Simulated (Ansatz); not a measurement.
C$_{2}$H$_{7}$ClOSi, SMILES `C[Si](C)(O)Cl`. Charge 0, multiplicity 1.

Cartesian coordinates in Å:
```
C -0.722 1.420 0.238
Si 0.292 -0.013 -0.364
C 0.373 -1.423 0.829
O -0.279 -0.626 -1.776
Cl 2.210 0.712 -0.685
H -0.320 1.812 1.175
H -0.726 2.233 -0.491
H -1.756 1.108 0.409
H 0.771 -1.096 1.791
H 1.017 -2.214 0.440
H -0.625 -1.840 0.990
H -0.234 -0.073 -2.557
```

Task: What are the harmonic wavenumbers in cm⁻¹ at PBE0-D4/def2-TZVP (Ansatz, finite differences of forces, unscaled)? (An estimate is asked.)

Result: Computed: 137, 156, 167, 182, 223, 233, 283, 291, 492, 671, 698, 748, 771, 806, 841, 869, 944, 1280, 1283, 1439, 1441, 1448, 1453, 3051, 3056, 3136, 3140, 3142, 3151, 3925.

Task: Is this a minimum?

Result: Yes, all 30 modes are real.

Task: Give the ideal-gas thermochemistry at 298.15 K and 1 bar (rigid rotor, harmonic oscillator; point group C1, symmetry number 1).

Result: Zero-point energy 236.0 kJ/mol; H(298) − E = 260.0 kJ/mol; entropy 363.8 J/(mol·K), of which translation 167.5, rotation 114.4, vibration 81.9; G(298) − E = 151.5 kJ/mol.

Task: Rotational constants (cm⁻¹)?

Result: 0.1129, 0.0769, 0.07301.
